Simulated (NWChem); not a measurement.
System: CH₃ClOSe; SMILES [Se](Cl)OC

```xyz
7

Se     0.7485    -0.0006    -0.0025
Cl    -0.7439    -1.6098    -0.0767
O     -0.2245     1.3503     0.6118
C     -1.1201     1.9588    -0.2992
H     -1.9352     1.2680    -0.5718
H     -1.5469     2.8278     0.2223
H     -0.6099     2.2950    -1.2174
```
Atoms are numbered in this order, from 1.

Level: PBE0/def2-SVP (NWChem), optimised geometry, unscaled harmonic frequencies. This build's default masses of Se (78.918 u) and Br (79.917 u) are each other's, which moves their modes by up to 0.6 %.

**Question.** List the harmonic frequencies with IR intensities, and the thermochemistry.

**Answer.** 
```json
[
 {"frequency (cm⁻¹)": "103", "IR intensity (km/mol)": "3.5"},
 {"frequency (cm⁻¹)": "137", "IR intensity (km/mol)": "0.5"},
 {"frequency (cm⁻¹)": "251", "IR intensity (km/mol)": "8.1"},
 {"frequency (cm⁻¹)": "330", "IR intensity (km/mol)": "1.3"},
 {"frequency (cm⁻¹)": "396", "IR intensity (km/mol)": "40.3"},
 {"frequency (cm⁻¹)": "643", "IR intensity (km/mol)": "44.6"},
 {"frequency (cm⁻¹)": "1087", "IR intensity (km/mol)": "115.9"},
 {"frequency (cm⁻¹)": "1167", "IR intensity (km/mol)": "2.7"},
 {"frequency (cm⁻¹)": "1183", "IR intensity (km/mol)": "5.5"},
 {"frequency (cm⁻¹)": "1444", "IR intensity (km/mol)": "3.9"},
 {"frequency (cm⁻¹)": "1452", "IR intensity (km/mol)": "12.7"},
 {"frequency (cm⁻¹)": "1476", "IR intensity (km/mol)": "12.7"},
 {"frequency (cm⁻¹)": "3036", "IR intensity (km/mol)": "40.1"},
 {"frequency (cm⁻¹)": "3133", "IR intensity (km/mol)": "18.2"},
 {"frequency (cm⁻¹)": "3167", "IR intensity (km/mol)": "7.4"}
]
```

The zero-point energy is 27.2 kcal/mol and the thermal correction to the enthalpy at 298.15 K (with zero-point energy) is 31.3 kcal/mol. The heat capacity Cv is 16.6 cal/(mol K) and the entropy at 298.15 K and 1 atm (symmetry number 1) is 78.4 cal/(mol K). The dipole moment comes out as 1.89 D.

Rigid rotor and harmonic oscillator.
